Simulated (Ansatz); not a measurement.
The cluster CoW₂⁻, relaxed as a singlet with RKS B3LYP-D4/def2-TZVPD in Ansatz, starting from packed atoms. Force threshold 0.02 eV/Å.

In the def2 sets W takes a core potential; there is no spin–orbit coupling. The highest occupied level of the charge -1 singlet lies above zero (up to 0.16 eV). The electron is either unbound and held by the finite basis, or the level is raised by self-interaction error. The relaxation made no stability test and no search for a lower SCF solution. No other spin state of charge -1 was run. The structure comes from a short search, and lower isomers may exist.

Start:

```xyz
3

Co    0.6981    0.3288    1.6605
W     0.1752    1.2172   -1.4129
W    -0.8733   -1.5460   -0.2477
```

```json
{"step": "1", "energy (eV)": "-41269.2418", "largest force component (eV/Å)": "3.772", "SCF passes": "307"}
{"step": "2", "energy (eV)": "-41271.4173", "largest force component (eV/Å)": "6.360", "SCF passes": "100"}
{"step": "3", "energy (eV)": "-41274.1799", "largest force component (eV/Å)": "6.609", "SCF passes": "119"}
{"step": "4", "energy (eV)": "-41275.5948", "largest force component (eV/Å)": "2.568", "SCF passes": "185"}
{"step": "5", "energy (eV)": "-41276.2011", "largest force component (eV/Å)": "1.662", "SCF passes": "94"}
{"step": "6", "energy (eV)": "-41276.2634", "largest force component (eV/Å)": "2.167", "SCF passes": "57"}
{"step": "7", "energy (eV)": "-41276.4063", "largest force component (eV/Å)": "0.350", "SCF passes": "53"}
{"step": "8", "energy (eV)": "-41276.4215", "largest force component (eV/Å)": "0.235", "SCF passes": "51"}
{"step": "9", "energy (eV)": "-41276.4225", "largest force component (eV/Å)": "0.022", "SCF passes": "46"}
{"step": "10", "energy (eV)": "-41276.4225", "largest force component (eV/Å)": "0.001", "SCF passes": "45"}
```

Force components are those of the run's own axes.

End:

```tsv
atom	x (Å)	y (Å)	z (Å)
Co1	0.532	0.277	1.223
W2	0.100	0.806	-0.985
W3	-0.632	-1.083	-0.238
```

By distances, no bond broke or formed. The bond that changes most is W2–W3, from 3.18 to 2.16 Å (atoms count from 1). The end is the same structure that another start reached.

No frequencies were taken in this run, so the end may be a saddle point.

Hardware: 4 threads of Arm Neoverse V2 on a shared host. Wall time 31 s.
